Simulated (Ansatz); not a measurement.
`[O]=[Mo]([OH])([OH])([F])[F]`. Total charge 0; spin multiplicity 1. Correlated methods include outer-core shells of Mo, which these sets cover unevenly. Mo: def2 effective core potential.

```csv
atom,x (Å),y (Å),z (Å)
O1,-0.187,0.928,-1.702
Mo2,-0.293,-0.087,-0.407
O3,1.393,-0.817,-0.043
O4,-0.056,1.165,0.963
F5,-2.036,-0.242,0.236
F6,-0.663,-1.730,-1.158
H7,2.117,-0.241,0.223
H8,-0.274,1.024,1.889
```

(1) Give the diagnostics of a CCSD(T)/def2-TZVPP run (frozen core, Ansatz 0.2.0). (An estimate is asked.)

## Answers

(1) Ansatz gave: T1 = 0.0241, largest single amplitude 0.050, largest double 0.031, (T) share of the correlation energy 5.0 %, 15 CCSD cycles. The RHF solution is stable towards an unrestricted one. T1 lies over the customary mark of 0.02 for closed shells; compounds of d metals often pass it without a breakdown.
